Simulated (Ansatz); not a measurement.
`OBSCO` and `OCS` differ in one atom or group.

Ansatz, PBE0-D4/def2-TZVP geometries, multiplicity 1. Each molecule was computed in one conformer, which needn't be the lowest.

```json
{"property": "LUMO energy (ωB97M-V/def2-TZVPP) / eV", "`OBSCO`": "1.82"}
{"property": "HOMO–LUMO gap (PBE0/def2-TZVPP) / eV", "`OBSCO`": "7.36"}
{"property": "HOMO energy (ωB97M-V/def2-TZVPP) / eV", "`OBSCO`": "-9.62"}
{"property": "LUMO energy (PBE0/def2-TZVPP) / eV", "`OBSCO`": "-0.07"}
{"property": "HOMO–LUMO gap (ωB97M-V/def2-TZVPP) / eV", "`OBSCO`": "11.44"}
{"property": "size of the dipole moment (B3LYP/def2-TZVPP) / D", "`OBSCO`": "0.70"}
```

Give the same properties after the change, and the shifts. (Estimate.)

The calculation gave: 
```json
{"property": "LUMO energy (ωB97M-V/def2-TZVPP) / eV", "`OCS`": "2.12", "shift": "0.30"}
{"property": "HOMO–LUMO gap (PBE0/def2-TZVPP) / eV", "`OCS`": "7.58", "shift": "0.22"}
{"property": "HOMO energy (ωB97M-V/def2-TZVPP) / eV", "`OCS`": "-9.35", "shift": "0.27"}
{"property": "LUMO energy (PBE0/def2-TZVPP) / eV", "`OCS`": "0.48", "shift": "0.55"}
{"property": "HOMO–LUMO gap (ωB97M-V/def2-TZVPP) / eV", "`OCS`": "11.47", "shift": "0.03"}
{"property": "size of the dipole moment (B3LYP/def2-TZVPP) / D", "`OCS`": "2.41", "shift": "1.71"}
```

With PBE0 the HOMO rises by 0.33 eV and the LUMO rises by 0.55 eV, so the gap widens by about 0.22 eV. PBE moves the HOMO by 0.34 eV and ωB97M-V by 0.27 eV. Dipoles are sizes alone; their direction can turn.

B3LYP here is the variant with VWN-RPA as its local correlation; programs differ in this.
